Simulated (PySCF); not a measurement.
H9NSi3, SMILES [SiH3]N([SiH3])[SiH3]. Heavy atoms are numbered as in [SiH3:1][N:2]([SiH3:3])[SiH3:4]. Hydrogens are named by the atom that carries them.

The structure is a stationary point at B3LYP-D3(BJ)/def2-SVP. The geometry has at least one imaginary mode, so it is a saddle point at that level.

Method: PySCF with PBE/pcSseg-1.

GIAO shieldings, no solvent; atoms alike by connectivity are averaged. δ = σ(ref) − σ: ²⁹Si against TMS (σ = 335.4 ppm); ¹⁵N against NH3 (σ = 267.0 ppm); ¹H against TMS (σ = 31.49 ppm), references at their B3LYP-D3(BJ)/def2-TZVP geometries, non-relativistic.

```csv
nucleus,atoms,count,δ (ppm)
²⁹Si,Si1 (SiH3),3,-38.6
¹⁵N,N2,1,3.0
¹H,H on Si1,9,5.21
```
